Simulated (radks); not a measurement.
Problem. The table gives one normalised radial function P(r) = r R(r) (large component) of Os2+ in [Kr] 4d10 4f14 5p6 5d6 6s2 (r in bohr). All-electron calculation, Dirac Kohn-Sham, XLYP, spin-unpolarised, spherical densities, finite nucleus; open shells fill j = l - 1/2 first; Fermi nuclear charge, rms radius 5.4126 fm. Program: a radial shooting solver on a logarithmic mesh with Libxc functionals.

r           P
0.001391   0.0023
0.002176   0.0053
0.003406   0.0119
0.005332   0.0260
0.008345   0.0546
0.01296    0.1058
0.02028    0.1853
0.03174    0.2654
0.04968    0.2505
0.07776    0.0105
0.1217    -0.3444
0.1905    -0.2407
0.2958     0.4221
0.463      0.3989
0.7246    -0.6552
1.134     -1.0683
1.775     -0.5033
2.779     -0.0806
4.349     -0.0032
6.753     0.0000

Which n and l does it have? It may be an empty orbital.

Solution. n = 5, l = 1: the number of nodes gives n - l - 1 = 3, the rise at small r points to l (this Dirac orbital starts outside the nucleus as r^gamma with gamma = sqrt((l + 1)^2 - (Z/c)^2) = 1.92; the j = 3/2 orbital of l + 1 starts with the same power, but with a smaller coefficient, and then steepens), and the extent must fit the shell. The curve is that of 5p3/2; the two j differ most near the nucleus, where j = l - 1/2 has the larger amplitude, and in heavy atoms j = l - 1/2 is also the more compact. 5p3/2: eigenvalue -74.939 eV, 3 radial nodes at r = 0.0788, 0.227, 0.559 bohr, <r> = 1.16 bohr, 90 % of the charge inside 1.68 bohr.
